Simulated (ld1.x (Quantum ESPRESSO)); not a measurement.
**PBE TM dataset for Ce (Z = 58), scalar-relativistic all-electron reference.**

ld1.x (Quantum ESPRESSO) 7.5 input, shortened:

```
&input
   title='Ce', zed=58., rel=1, dft='PBE', iswitch=3,
   config='[Xe] 4f1 5d1 6s2 6p0'
 /
 &inputp
   pseudotype=2, tm=.true., lloc=1,
   nlcc=.true., new_core_ps=.true.
 /
4
5S  1  0   2.00   0.00  1.95  1.95  0.0
5D  3  2   1.00   0.00  3.10  3.10  0.0
4F  4  3   1.00   0.00  1.40  1.40  0.0
5P  2  1   6.00   0.00  2.00  2.00  0.0
 &test
   configts(1)='4f1 5s2 5p6 5d1 6s2 6p0'
 /
```

Occupied shells without a wave of their own: 6s. They enter only through the test configuration that unscreens the potential, and ld1.x also counts them in the model core charge.

* Cutoffs needed: 160 Ry and 180 Ry (the cutoffs (Ry, on a coarse ladder) from which the occupation-weighted sum of valence levels, in a spherical-Bessel basis at the reference potential, stays within 10 and 1 mRy of its value at 400 Ry)
* Ghost test: no extra level below or beside the all-electron valence levels (s, d, f, p tested) (spherical-Bessel basis up to 400 Ry, 20 bohr box)
* Configuration tests: 2 of 7 tests not solved or not reliable; not counted: 4f1 5s2 5p6 5d0 6s2 6p1 (solver errors, printed error -2.0 eV); 4f1 5s2 5p6 5d1 6s0 6p2 (solver errors, printed error -13.1 eV)

The potential misses its own reference levels by up to 0.5 eV. ld1.x takes every shell without a wave as core, so the model core holds the 6s electrons as well and exchange and correlation see them twice. This cancels in the reference configuration, but the file is broken for other ones, and its errors say nothing about a proper core correction.
